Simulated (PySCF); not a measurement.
# GeH₃⁺ at several levels of theory

All levels use the PBE0 minimum (singlet; Ge–H 1.522 Å (×3); H–Ge–H 120.0° (×3)), basis [Ge def2-TZVP, H def2-TZVP], no relativity, density fitting, no spin–orbit coupling, PySCF. For vertical energies the ionised species is a doublet (spins chosen at PBE0 and kept) and the electron-attached one a doublet. Open shells are unrestricted, also as the reference of the correlated levels. A dash marks a value that was not computed or is not defined at that level.

| level | vertical IP (eV) | vertical EA (eV) | −ε(HOMO) (eV) | gap (eV) |
| --- | --- | --- | --- | --- |
| PBE0 | 20.16 | 7.80 | 17.29 | 7.22 |
| HF | 19.53 | 7.11 | 20.49 | 13.92 |
| MP2 | 20.26 | 7.62 | – | – |
| PBE | 20.05 | 7.80 | 15.98 | 4.89 |
| CCSD(T) | 20.29 | 7.69 | – | – |
| r2SCAN | 20.12 | 7.98 | 16.33 | 5.56 |
| B3LYP | 20.24 | 7.80 | 17.09 | 6.66 |
| TPSSh | 20.14 | 7.77 | 16.72 | 6.23 |
| M06-2X | 20.22 | 7.73 | 18.44 | 9.23 |
| TPSS | 20.09 | 7.77 | 16.21 | 5.34 |

For GeH₃⁺ itself CCSD(T) correlates 16 electrons; T1 = 0.010, D1 = 0.025, (T) = -17 kJ/mol.

Which levels differ least and most from CCSD(T) in the vertical IP?

Least: MP2 (-0.03 eV); most: HF (-0.76 eV).
